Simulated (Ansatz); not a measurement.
`C=CCCCCCCCCCO` with charge +1. Charge 1, multiplicity 2. Geometry r2SCAN-D4/def2-SVP, that of the neutral singlet; atoms count from 1.

```xyz
34

C     1.472    0.203    5.986
C     0.586    0.619    5.074
C     0.626    0.294    3.613
C     0.785    1.544    2.735
C     0.892    1.251    1.238
C    -0.355    0.627    0.614
C    -0.240    0.432   -0.895
C    -1.486   -0.192   -1.521
C    -1.436   -0.325   -3.044
C    -0.356   -1.271   -3.563
C    -0.396   -1.452   -5.075
O     0.650   -2.264   -5.562
H     1.390    0.489    7.039
H     2.313   -0.443    5.709
H    -0.237    1.275    5.395
H     1.452   -0.411    3.409
H    -0.310   -0.227    3.335
H     1.687    2.090    3.064
H    -0.066    2.227    2.917
H     1.761    0.589    1.056
H     1.118    2.194    0.707
H    -1.233    1.265    0.837
H    -0.567   -0.351    1.085
H    -0.039    1.408   -1.378
H     0.645   -0.196   -1.108
H    -1.660   -1.189   -1.072
H    -2.365    0.419   -1.244
H    -2.420   -0.674   -3.406
H    -1.289    0.677   -3.492
H     0.652   -0.912   -3.293
H    -0.473   -2.260   -3.076
H    -1.395   -1.837   -5.378
H    -0.275   -0.473   -5.570
H     0.567   -3.125   -5.132
```

Q: Estimate the Mulliken populations of the heavy atoms from the PBE0/def2-SVP orbitals of Ansatz.

A: 
```json
{"atom": "C1", "charge (e)": "0.03", "spin (α − β)": "0.36"}
{"atom": "C2", "charge (e)": "-0.04", "spin (α − β)": "0.18"}
{"atom": "C3", "charge (e)": "-0.06", "spin (α − β)": "0.00"}
{"atom": "C4", "charge (e)": "-0.08", "spin (α − β)": "0.04"}
{"atom": "C5", "charge (e)": "-0.05", "spin (α − β)": "0.01"}
{"atom": "C6", "charge (e)": "-0.10", "spin (α − β)": "0.01"}
{"atom": "C7", "charge (e)": "-0.09", "spin (α − β)": "0.00"}
{"atom": "C8", "charge (e)": "-0.04", "spin (α − β)": "0.01"}
{"atom": "C9", "charge (e)": "-0.07", "spin (α − β)": "0.01"}
{"atom": "C10", "charge (e)": "-0.16", "spin (α − β)": "0.04"}
{"atom": "C11", "charge (e)": "0.15", "spin (α − β)": "0.01"}
{"atom": "O12", "charge (e)": "-0.19", "spin (α − β)": "0.28"}
```
Mulliken values depend strongly on the basis.

Q: Where does the spin sit?

A: Summed by element: C 0.68, O 0.28, H 0.04, of 1 unpaired in all. Largest on single atoms: C1 0.36, O12 0.28, C2 0.18.

Q: And the Mayer bond orders between heavy atoms (over 0.3)?

A: C1–C2 1.63 (1.34 Å); C2–C3 1.10 (1.50 Å); C3–C4 0.99 (1.54 Å); C4–C5 1.08 (1.53 Å); C5–C6 1.07 (1.53 Å); C6–C7 1.07 (1.53 Å); C7–C8 1.06 (1.53 Å); C8–C9 1.08 (1.53 Å); C9–C10 1.04 (1.53 Å); C10–C11 1.01 (1.52 Å); C11–O12 1.01 (1.41 Å).
